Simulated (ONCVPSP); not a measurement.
## Building the ONCV potential for Fe (Z = 26) (PBE, scalar-relativistic).

Fe (Z = 26), optimised norm-conserving Vanderbilt (ONCV), made with ONCVPSP 4.0.1 (PBE, scalar-relativistic). Core [Ne], reference 3s2 3p6 3d6 4s1.75 (charge +0.25). Waves: 3s+4s: rc 1.10 bohr, ncon 4, nbas 9, qcut 14.4 1/bohr, 2 projectors; 3p: rc 1.00 bohr, ncon 3, nbas 8, qcut 14.3 1/bohr, 3 projectors, debl 1.7 Ha; 3d: rc 1.80 bohr, ncon 4, nbas 8, qcut 8.2 1/bohr, 2 projectors, debl 0.9 Ha; f scattering state at 0.09 Ha: rc 1.75 bohr, ncon 4, nbas 8, qcut 7.2 1/bohr, 2 projectors, debl 0.5 Ha. Local part: polynomial inside 0.90 bohr (lpopt 2, dvloc0 2 Ha). Core correction: Teter function, fcfact 3.25, rcfact 1.

In the p channel the program set the typed energies aside and used -2.280, 0.250, 1.950 Ha.

All-electron outer shells of the reference configuration (PBE, scalar-relativistic, ld1.x):

```csv
shell,level (eV),outermost node (bohr),outermost maximum (bohr)
2p,-700.41,–,0.18
3s,-96.00,0.33,0.70
3p,-62.03,0.30,0.72
3d,-9.48,–,0.71
4s,-6.96,1.00,2.38
```

Q: Does the generator finish with these settings?

A: Yes, a potential is produced and its reference levels are reproduced.

Q: Estimate the cutoffs (Ha) at which the residual kinetic energy of the hardest occupied pseudo-wave falls to 1 and 0.1 mHa per electron.

A: 58 Ha and 71 Ha.

Q: Does the potential have ghost states?

A: No bound ghost flagged; no localised positive-energy state flagged.

Q: Tests: 3s2 3p6 3d6 4s2; 3s2 3p6 3d6 4s1; 3s2 3p6 3d6 4s0; 3s2 3p6 3d6.5 4s1.5. Which has the largest error in its energy relative to the reference configuration, and how large is it?

A: 3s2 3p6 3d6.5 4s1.5, with +16 meV (all-electron minus pseudo) on -2.26 eV.
